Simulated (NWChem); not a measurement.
Molecule: CBr₃, doublet; SMILES Br[C](Br)Br

All runs: NWChem. Spin-unrestricted. In the optimisation the excess spin sits in a (C3, its own frame). Coordinates come from a PBE0/def2-SVP, spin-unrestricted optimisation. No stability test was run on the SCF state.

Question: Estimate the computed values for PBE/3-21G. Quantities: highest occupied level (eV); lowest empty minus highest occupied level, either spin (eV); dipole (D).

Answer: 
```
Quantity                                                     Result
-----------------------------------------------------------  ------
highest occupied level (eV)                                   -4.35
lowest empty minus highest occupied level, either spin (eV)    1.39
dipole (D)                                                     0.58
```
